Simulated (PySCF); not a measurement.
Hf(Cl)3(OSiH3) (Cl3H3HfOSi), SMILES [SiH3][O][Hf]([Cl])([Cl])[Cl], multiplicity 1.

Geometry: B3LYP-D3(BJ)/def2-SVP. The spin state was assumed, not searched. The isomer is the one that the SMILES or the coordinates give; other isomers of the formula were not compared. The def2 effective core potentials stand for the cores of Hf; spin–orbit coupling is left out. The values are those of a single conformer.

Calculation: PySCF with CAM-B3LYP/def2-TZVP.

Isolated molecule, no solvent.

```
Property                                                                                                        Result
---------------------------------------------------------------------------------------------  -----------------------
total energy                                                                                       -1795.57332 hartree
point group                                                                                                         C3
highest occupied level                                                                                       -10.72 eV
lowest empty level                                                                                            -0.55 eV
orbital gap                                                                                                   10.18 eV
dipole moment                                                                                                   2.21 D
quadrupole, principal values (traceless, Buckingham form, about the centre of nuclear charge)   -4.13, -4.13, 8.26 D·Å
mean static polarisability                                                                      101.3 bohr³ (15.00 Å³)
polarisability, principal values                                                               99.4, 99.4, 105.0 bohr³
```
